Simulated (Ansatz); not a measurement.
Gas-phase electronic energies from Ansatz, PBE0-D4/def2-TZVP geometries. CCSD(T)/CBS is the MP2 limit (def2-TZVPP, def2-QZVPP) plus CCSD(T) − MP2 in def2-TZVPP, frozen cores. This one scheme is used for every species. DFT in def2-TZVPP. For Ge outer-core shells are correlated without core-valence functions, which leaves a few kJ/mol of doubt a bond. Scalar relativity is left out up to krypton. One conformer a species, not always the lowest.

`[OH][GeH]([OH])[GeH3]` + H–F → `[OH][GeH]([OH])[F]` + GeH₄  (cleavage of the Ge–Ge bond)

CCSD(T)/CBS gives -55.5 kJ/mol.

(1) Another level gave -60.9 kJ/mol. Which?
A. SCS-MP2/def2-TZVPP
B. PBE0/def2-TZVPP
C. PBE0-D4/def2-TZVPP
D. MP2/def2-TZVPP

Largest T1 diagnostic among the species: 0.012.

## Answers

(1) D. MP2/def2-TZVPP -60.9, SCS-MP2/def2-TZVPP -68.8, PBE0-D4 -52.3, PBE0 -56.4 kJ/mol.

In def2-TZVPP, CCSD(T) changes the Hartree–Fock value by +28.5 kJ/mol (the triples alone add +2.3 kJ/mol) and MP2 by +29.8 kJ/mol. The D4 term adds +7.1 kJ/mol with B3LYP and +4.1 kJ/mol with PBE0; it sums over pairs of atoms, weighted by their polarisabilities, and B3LYP, whose exchange is more repulsive, gets the larger term.

B3LYP here is the variant with VWN-RPA as its local correlation; programs differ in this.
